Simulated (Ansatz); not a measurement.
Consider the hydrogenolysis of a B–N bond: `C=NB(C)[SiH3]` + H₂ → `CB[SiH3]` + `C=N`.

Isolated molecules relaxed with PBE0-D4/def2-TZVP in Ansatz; ΔE leaves out vibrations. CBS: MP2 limit from def2 TZ/QZ plus the TZ coupled-cluster correction, frozen cores. This one scheme is used for every species. Functionals use def2-TZVPP. B3LYP here is the variant with VWN-RPA as its local correlation; programs differ in this. One conformer a species, not always the lowest.

```
             level  ΔE (kcal/mol)  difference from CCSD(T)/CBS
            PBE-D4           30.6                          5.7
         r2SCAN-D4           29.3                          4.4
           PBE0-D4           27.4                          2.5
          B3LYP-D4           28.0                          3.1
           ωB97X-V           23.7                         -1.2
            B2PLYP           25.6                          0.7
              PBE0           26.0                          1.1
             B3LYP           25.5                          0.6
    MP2/def2-TZVPP           26.9                          2.0
SCS-MP2/def2-TZVPP           24.1                         -0.8
   CCSD/def2-TZVPP           22.3                         -2.6
CCSD(T)/def2-TZVPP           24.4                         -0.5
     HF/def2-QZVPP           15.3                         -9.6
    MP2/def2-QZVPP           27.2                          2.3
      HF/CBS(def2)           15.3                         -9.6
     MP2/CBS(def2)           27.4                          2.5
       CCSD(T)/CBS           24.9                            0
```

Largest T1 diagnostic among the species: 0.015.

From PBE to PBE0 (25 % exact exchange), in def2-TZVPP and without D4, ΔE moves by −3.0 kcal/mol. The D4 term adds +2.5 kcal/mol with B3LYP and +1.5 kcal/mol with PBE0; it sums over pairs of atoms, weighted by their polarisabilities, and B3LYP, whose exchange is more repulsive, gets the larger term.
